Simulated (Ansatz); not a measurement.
Relaxation of C$_{3}$H$_{6}$OSi (11 atoms, charge 0, multiplicity 1), to a largest force component of 0.015 eV/Å in at most 40 steps.

Theory: Ansatz 0.2.0, RKS BLYP-D4/def2-SVP.

```xyz
11
Properties=species:S:1:pos:R:3:forces:R:3
C -0.591 -0.259 1.235 -2.11 3.51 0.29
C -0.772 0.378 -0.157 2.42 -1.05 1.73
Si 1.250 -0.202 -1.180 4.67 -5.91 -0.86
C 0.336 1.119 -0.776 -5.28 4.67 1.64
O 0.355 2.299 -0.964 0.93 2.88 -0.59
H -1.612 -0.144 1.723 0.69 -0.36 -0.01
H 0.106 0.343 1.840 0.23 -0.10 0.19
H -0.308 -1.251 1.182 0.61 -2.70 0.23
H -1.397 -0.205 -0.755 -1.61 -0.91 -1.69
H 1.936 -0.922 -0.014 -0.21 0.27 -0.35
H 0.763 -1.213 -2.113 -0.34 -0.29 -0.58
```

**Question.** Where does it end, and by what steps?

**Answer.** The run converged. After 11 steps the energy has fallen by 2.422 eV; H10 moved furthest, 0.88 Å. Joined: C2–Si3.

```
step  energy less start (eV)  largest force component (eV/Å)  accepted
   0                  0.0000                           5.911       yes
   1                 -1.1375                           3.654       yes
   2                 -1.6910                           1.986       yes
   3                 -2.1670                           0.791       yes
   4                 -2.2535                           0.989       yes
   5                 -2.3419                           0.840       yes
   6                 -2.3985                           0.309       yes
   7                 -2.3844                           0.656        no
   8                 -2.4187                           0.124       yes
   9                 -2.4210                           0.065       yes
  10                 -2.4218                           0.039       yes
  11                 -2.4220                           0.011       yes
```

```xyz
11
Properties=species:S:1:pos:R:3
C -0.744 -0.156 1.336
C -0.424 -0.039 -0.150
Si 1.147 -0.402 -1.291
C 0.170 1.185 -0.741
O 0.277 2.353 -0.443
H -1.663 0.411 1.596
H 0.084 0.255 1.948
H -0.898 -1.214 1.629
H -1.210 -0.430 -0.833
H 2.477 -0.640 -0.643
H 0.850 -1.380 -2.387
```

Whether the end is a true minimum wasn't checked by a vibrational analysis.

The run took 11 s on 2 threads of AMD EPYC 9R45 96-Core Processor (Zen 5), with other jobs on the host, peak memory 0.15 GiB.
